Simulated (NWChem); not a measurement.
SiHO2 cation; SMILES O=[Si]=[OH+]

All runs: NWChem. Medium grid unless said otherwise, to which SCAN and Minnesota functionals are sensitive. The geometry was optimised at PBE0/def2-SVP. Hybrids' shares of exact exchange are those that their runs print; pure functionals count as 0. The functionals differ in more than this share.

```
row                share of exact exchange  orbital gap (eV)
-----------------  -----------------------  ----------------
PBE/def2-TZVP                         0.00              3.58
N12/def2-TZVP                         0.00              3.71
TPSSh/def2-TZVP                       0.10          withheld
B3LYP/def2-TZVP                       0.20              5.54
B3PW91/def2-TZVP                      0.20              5.64
r2SCAN0/def2-TZVP                     0.25              6.53
MPW1K/def2-TZVP                       0.43              7.98
```

Task: Fit a straight line of the last column on the one before it, predict the withheld value, and compare with the run.

Result: 
1. Means of the 6 shown rows: x = 0.180, y = 5.497. Slope Σ(x − x̄)(y − ȳ)/Σ(x − x̄)² = 1.364/0.1330 = 10.25; intercept 3.652.
2. The shown rows scatter about the line by 0.155 (root mean square); the largest residual is +0.32, at r2SCAN0/def2-TZVP.
3. At x = 0.10 (TPSSh/def2-TZVP; inside the shown range) the line gives 4.68.
4. The run gives 4.81, +0.13 from the line, 0.8 times the scatter.
